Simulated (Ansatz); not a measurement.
Consider the ligand exchange at the Si–N bond: `O[SiH2]N[SiH3]` + `CO[SiH2]N` → `CO[SiH2]N[SiH2]O` + `N[SiH3]`.

Isolated molecules relaxed with PBE0-D4/def2-TZVP in Ansatz; ΔE leaves out vibrations. CCSD(T)/CBS adds triple-zeta CCSD(T) − MP2 to the extrapolated MP2 energy (def2 sets, frozen cores). This one scheme is used for every species. DFT in def2-TZVPP. One conformer a species, not always the lowest.

`O[SiH2]N[SiH3]`:

Cartesian coordinates in Å:
```
O 0.745 1.237 -1.754
Si 0.511 1.278 -0.126
N 0.337 -0.269 0.606
Si -0.987 -1.369 0.443
H 1.512 0.766 -2.083
H -0.735 2.062 0.016
H 1.664 1.918 0.563
H 1.118 -0.577 1.167
H -0.626 -2.585 -0.337
H -2.065 -0.639 -0.269
H -1.474 -1.822 1.774
```

`CO[SiH2]N`:

```xyz
11

C    -1.420    0.309   -0.940
O    -0.984   -0.626    0.016
Si    0.603   -0.832    0.399
N     1.402    0.514    1.077
H    -1.219    1.337   -0.616
H    -0.935    0.151   -1.911
H    -2.497    0.193   -1.071
H     1.365   -1.149   -0.840
H     0.572   -1.942    1.375
H     1.917    1.171    0.517
H     1.197    0.873    1.994
```

`CO[SiH2]N[SiH2]O`:

Z-matrix (Å, degrees):
```
C
O 1 1.412
H 1 1.096 2 111.3
H 1 1.096 2 111.6 3 121.3
H 1 1.091 2 108.4 3 -119.2
Si 2 1.654 1 121.6 3 -59.9
N 6 1.718 2 111.1 1 -68.3
H 6 1.477 2 103.3 1 171.0
H 6 1.488 2 110.3 1 50.4
Si 7 1.729 6 123.7 2 -54.4
H 7 1.009 6 117.1 2 112.8
O 10 1.640 7 107.3 6 9.8
H 10 1.490 7 108.0 6 132.5
H 10 1.483 7 114.0 6 -106.7
H 12 0.963 10 117.0 7 34.8
```

`N[SiH3]`:

Cartesian coordinates in Å:
```
N -0.740 -0.485 -0.596
Si 0.502 0.331 0.271
H -1.676 -0.114 -0.593
H -0.757 -1.492 -0.611
H 0.449 1.768 -0.102
H 0.417 0.255 1.760
H 1.804 -0.263 -0.129
```

| species | r2SCAN energy (Eh) |
| --- | --- |
| `O[SiH2]N[SiH3]` | -713.22188 |
| `CO[SiH2]N` | -461.80999 |
| `CO[SiH2]N[SiH2]O` | -827.79130 |
| `N[SiH3]` | -347.23951 |

Task: Work out ΔE.

Result: ΔE = (-827.79130) + (-347.23951) − (-713.22188) − (-461.80999) = 0.00106 Eh = +2.8 kJ/mol. CCSD(T)/CBS gives +3.4 kJ/mol.

Largest T1 diagnostic among the species: 0.011.

The D4 term adds −6.3 kJ/mol with B3LYP and −3.6 kJ/mol with PBE0; it sums over pairs of atoms, weighted by their polarisabilities, and B3LYP, whose exchange is more repulsive, gets the larger term. In def2-TZVPP, CCSD(T) changes the Hartree–Fock value by −6.5 kJ/mol (the triples alone add −1.2 kJ/mol) and MP2 by −6.1 kJ/mol.

B3LYP here is the variant with VWN-RPA as its local correlation; programs differ in this.
